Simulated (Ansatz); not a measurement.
Be₃⁻. Charge -1, multiplicity 2. Geometry B3LYP/def2-TZVPD; atoms count from 1.

```xyz
3

Be    0.200    1.177    0.196
Be    0.299   -0.496   -1.062
Be   -0.499   -0.680    0.865
```

The charge -1 doublet is spin-contaminated (final ⟨S²⟩ up to 1.18, 0.75 for a pure state). The structure comes from a short search, and lower isomers may exist.

**Question.** Estimate the Mulliken populations from the PBE0/def2-TZVPD orbitals of Ansatz.

**Answer.** 
```tsv
atom	charge (e)	spin (α − β)
Be1	-0.31	0.07
Be2	-0.31	0.07
Be3	-0.37	0.86
```
Mulliken values and Mayer orders depend strongly on the basis. With diffuse functions, as here, like atoms can get unlike values, and bond orders can come out too low or too high.

**Question.** Where does the spin sit?

**Answer.** Summed by element: Be 1.00, of 1 unpaired in all. Largest on single atoms: Be3 0.86, Be1 0.07, Be2 0.07.

**Question.** And the Mayer bond orders between bonded heavy atoms (over 0.3)?

**Answer.** Be1–Be2 1.37 (2.10 Å); Be1–Be3 1.32 (2.09 Å); Be2–Be3 1.32 (2.09 Å).
